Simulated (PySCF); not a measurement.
Heteronuclear NMR

Atoms are numbered as in `[CH3:1][O:2][CH2:3][SiH:4]([O:5][CH3:6])[O:7][CH3:8]`; H(Xn) means a hydrogen on atom n.

One conformer, no solvent model, averaged over atoms made equivalent by symmetry, fast rotation or ring inversion, non-relativistic. GIAO PBE0/pcSseg-1 shieldings; structure optimised with GFN2-xTB; PySCF 2.14.0 with density-fitted response routines.

Task: Predict the ²⁹Si NMR data.

Result: 
| atoms | environment | σ (ppm) | δ (ppm) |
| --- | --- | --- | --- |
| Si4 | silicon bonded to C, 2 O, H | 385.7 | -37.1 |

Shieldings were converted by a linear fit to measured shifts: ²⁹Si (scatter 8.9 ppm rms, 25.8 ppm with the 6 outliers that the fit left out vs TMS, solution or neat liquid). Occasional misses reach two or three times the rms, and more in compound classes unlike the fitted ones.

On a 600 MHz spectrometer ²⁹Si resonates near 119.2 MHz, so 1 ppm is 119.2 Hz.

Task: Predict the ¹⁷O NMR data.

Result: 
```tsv
atoms	environment	σ (ppm)	δ (ppm)
O5/O7	oxygen bonded to C, Si	315.6	-20.8
O2	ether oxygen	339.4	-42.5
```

Shieldings were converted by a linear fit to measured shifts: ¹⁷O: δ = 266.70 − 0.911σ (rms 10.7 ppm, 155 shifts, 12.2 ppm with the 3 outliers that the fit left out vs liquid water, solution or neat liquid). A few per cent of atoms miss by over 2 rms, more outside the fitted compound classes.

On a 400 MHz spectrometer ¹⁷O resonates near 54.2 MHz, so 1 ppm is 54.2 Hz.
